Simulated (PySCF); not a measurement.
# Electron correlation in Cl(2+) (chlorine, charge +2)

[Ne] 3s2 3p3, high-spin 4S determinant. All numbers are calculated (PySCF 2.14, the non-relativistic Hamiltonian (point nucleus), in aug-cc-pwCVDZ (6s5p3d, 36 functions)). Frozen: [Ne]; 5 electrons correlated.

| level | correlation energy (mhartree) |
| --- | --- |
| CCSD | -97.86 |
| (T) | -1.20 |
| CCSD(T) | -99.06 |
| CCSDT | -99.34 |

Diagnostics: T1 = 0.0018, D1 = 0.0057, largest double amplitude 0.057.

Cost of the coupled-cluster step: roughly 0.5 core-seconds, for 5 correlated electrons.
